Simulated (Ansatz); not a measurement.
Species: CHClF$_{2}$, net charge 0, singlet state. SMILES: C(F)(Cl)F
Coordinates optimised at B3LYP-D3(BJ)/def2-TZVP (Ansatz, a quantum-chemistry and plane-wave program):
```
C
F 1 1.3432
F 1 1.3432 2 108.21
H 1 1.0879 2 110.03 3 120.24
Cl 1 1.7787 4 109.10 3 120.43
```
Charge 0, spin multiplicity 1.

CCSD(T) with Ansatz in growing basis sets, 26 correlated electrons. Cores are frozen in the correlated levels unless marked. Open shells are spin-unrestricted. Spin-orbit coupling is left out. Non-relativistic. Costs are ratios of core time to the smallest set, on shared machines of one kind, and rough; they hold the program's checks for lower states.

```json
[
 {"basis": "aug-cc-pV(D+d)Z", "functions": "110", "cost over smallest": "1×", "E(corr) (Eh)": "-0.7417", "electronic atomisation energy (kcal/mol)": "386.1"},
 {"basis": "aug-cc-pV(T+d)Z", "functions": "216", "cost over smallest": "6×", "E(corr) (Eh)": "?", "electronic atomisation energy (kcal/mol)": "?"}
]
```

What does the step to aug-cc-pV(T+d)Z buy, and how does its cost grow by formal scaling?

Formally CCSD grows as o²v⁴ and (T) as o³v⁴; with o = 13 and v going from 89 to 195 both grow 23-fold in the last step, while integrals and the mean field grow more slowly. That step adds 186.6 mEh of correlation energy and 21.5 kcal/mol to the atomisation energy. Row: E(corr) (Eh) -0.9283, electronic atomisation energy (kcal/mol) 407.6.
